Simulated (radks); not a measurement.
The numbers below are computed, except where a source is named.
Species: Cd III. Configuration: [Kr] 4d9 4f1 (not the ground configuration). Level of theory: scalar-relativistic Kohn-Sham, PBE, spin-polarised, spherical densities, point nucleus; open shells are filled with parallel spins first (spin-orbit coupling, left out, can overturn this in heavy ions) (a radial shooting solver on a logarithmic mesh with Libxc functionals).

Radial electron density D(r) = 4 pi r^2 rho(r):

```
   r/bohr * D(r) (the largest magnitude, 78.2, reaches the edge; | marks zero)
 0.001667 | *
 0.002277 |   *
 0.003086 |     *
 0.004215 |         *
 0.005713 |               *
 0.007805 |                      *
  0.01066 |                               *
  0.01445 |                                      *
  0.01974 |                                          *
  0.02676 |                                         *
  0.03655 |                                     *
  0.04994 |                                      *
  0.06768 |                                               *
  0.09246 |                                                      *
   0.1253 |                                               *
   0.1712 |                                     *
   0.2339 |                                         *
    0.317 |                                          *
    0.433 |                       *
   0.5868 |            *
   0.8017 |             *
    1.095 |          *
    1.484 |    *
    2.028 |*
    2.748 *
    3.755 *
    5.129 *
    6.952 *
    9.497 *
    12.87 *
```

D(r) has 5 maxima, at r = 0.0214, 0.0939, 0.281, 0.841, 4.97 bohr, and minima at 0.0419, 0.182, 0.621, 3.52 bohr, inside which lie 1.99, 11.14, 29.02, 45.15 electrons.
